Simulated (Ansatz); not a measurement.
`CCCCCCCCCC`. Total charge 0; singlet. Geometry PBE-D4/def2-SVP.

| atom | x (Å) | y (Å) | z (Å) |
| --- | --- | --- | --- |
| C1 | 3.836 | 2.934 | -2.362 |
| C2 | 2.469 | 2.432 | -1.896 |
| C3 | 2.525 | 1.076 | -1.185 |
| C4 | 1.161 | 0.562 | -0.716 |
| C5 | 1.230 | -0.789 | 0.005 |
| C6 | -0.128 | -1.371 | 0.420 |
| C7 | -0.885 | -0.540 | 1.464 |
| C8 | -2.163 | -1.199 | 2.001 |
| C9 | -3.272 | -1.405 | 0.961 |
| C10 | -4.551 | -1.997 | 1.554 |
| H11 | 4.535 | 3.053 | -1.508 |
| H12 | 3.762 | 3.916 | -2.873 |
| H13 | 4.306 | 2.222 | -3.073 |
| H14 | 1.780 | 2.357 | -2.767 |
| H15 | 2.007 | 3.181 | -1.214 |
| H16 | 3.211 | 1.148 | -0.309 |
| H17 | 2.989 | 0.324 | -1.863 |
| H18 | 0.698 | 1.324 | -0.051 |
| H19 | 0.478 | 0.475 | -1.592 |
| H20 | 1.878 | -0.689 | 0.906 |
| H21 | 1.749 | -1.519 | -0.656 |
| H22 | -0.757 | -1.502 | -0.489 |
| H23 | 0.028 | -2.395 | 0.827 |
| H24 | -1.145 | 0.455 | 1.039 |
| H25 | -0.201 | -0.333 | 2.317 |
| H26 | -2.566 | -0.580 | 2.833 |
| H27 | -1.905 | -2.183 | 2.457 |
| H28 | -3.499 | -0.428 | 0.476 |
| H29 | -2.905 | -2.065 | 0.145 |
| H30 | -4.971 | -1.340 | 2.346 |
| H31 | -5.337 | -2.137 | 0.784 |
| H32 | -4.359 | -2.987 | 2.019 |

Problem. Estimate the orbital energies around the gap (eV) in Ansatz with HF/6-31G, PBE-D4/def2-SVP, PBE-D4/def2-TZVP, r2SCAN-D4/def2-TZVP, r2SCAN0-D4/def2-TZVP.

Solution. 
```tsv
orbital	HF/6-31G	PBE-D4/def2-SVP	PBE-D4/def2-TZVP	r2SCAN-D4/def2-TZVP	r2SCAN0-D4/def2-TZVP
HOMO−9	-13.48	-8.44	-8.49	-8.83	-10.17
HOMO−8	-13.31	-8.27	-8.33	-8.67	-10.00
HOMO−7	-12.76	-7.91	-7.96	-8.27	-9.56
HOMO−6	-12.66	-7.87	-7.91	-8.21	-9.49
HOMO−5	-12.50	-7.69	-7.75	-8.06	-9.35
HOMO−4	-12.36	-7.61	-7.67	-7.96	-9.24
HOMO−3	-12.18	-7.43	-7.49	-7.79	-9.06
HOMO−2	-11.87	-7.27	-7.31	-7.58	-8.83
HOMO−1	-11.74	-7.18	-7.22	-7.49	-8.72
HOMO	-11.69	-7.13	-7.19	-7.47	-8.71
LUMO	6.16	0.98	0.39	1.08	1.63
LUMO+1	6.27	1.10	0.53	1.25	1.79
LUMO+2	6.57	1.36	0.81	1.52	2.08
LUMO+3	6.77	1.40	0.89	1.58	2.15
LUMO+4	6.92	1.49	0.97	1.67	2.23
LUMO+5	7.30	1.94	1.35	2.07	2.64
```
